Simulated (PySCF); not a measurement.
BeHBr, SMILES [BeH][Br].

The structure is a stationary point at PBE0-D3(BJ)/def2-TZVPD.

Vertical ionisation energy (IE) and electron affinity (EA) in eV. Rows of orbital energies are one-electron estimates. Where ΔSCF, EOM or ADC give a negative EA the extra electron is unbound and the value depends on the basis.

```csv
level,IE,EA
"−ε(HOMO), −ε(LUMO), PBE/def2-TZVPD (PySCF)",7.79,1.54
"−ε(HOMO), −ε(LUMO), CAM-B3LYP/def2-TZVPD (PySCF)",10.33,-0.10
```
